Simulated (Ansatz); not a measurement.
`N#[C][Sn]([F])([F])[C]#N`, relaxed with RKS PBE0-D4/def2-TZVP in Ansatz from a PBE-D4/def2-SVP geometry. The force threshold is 0.005 eV/Å; the program also tests the step.

The species carries charge 0 and has multiplicity 1. Sn takes the def2 core potential.

Start:

```xyz
7

N    -1.451   -0.738   -2.542
C    -1.009   -0.547   -1.472
Sn   -0.201   -0.198    0.436
F    -1.547    0.607    1.564
F     0.261   -1.888    1.249
C     1.499    1.037    0.396
N     2.448    1.726    0.367
```

Q: By how much does the energy fall, and how many steps does the optimiser take? (Best estimate.)

A: Ansatz gave: 13.94 kJ/mol, in 3 steps.

Q: Which bonds change most? (Best estimate.)

A: The calculation gave: Sn3–F5 from 1.932 to 1.882 Å; Sn3–F4 from 1.932 to 1.882 Å; C2–Sn3 from 2.101 to 2.070 Å; Sn3–C6 from 2.101 to 2.070 Å.

Q: Give the relaxed structure. (An estimate is asked.)

A: Ansatz gave: 
```xyz
7

N    -1.448   -0.739   -2.495
C    -1.008   -0.549   -1.449
Sn   -0.192   -0.191    0.419
F    -1.504    0.591    1.518
F     0.255   -1.837    1.214
C     1.483    1.024    0.408
N     2.414    1.701    0.384
```
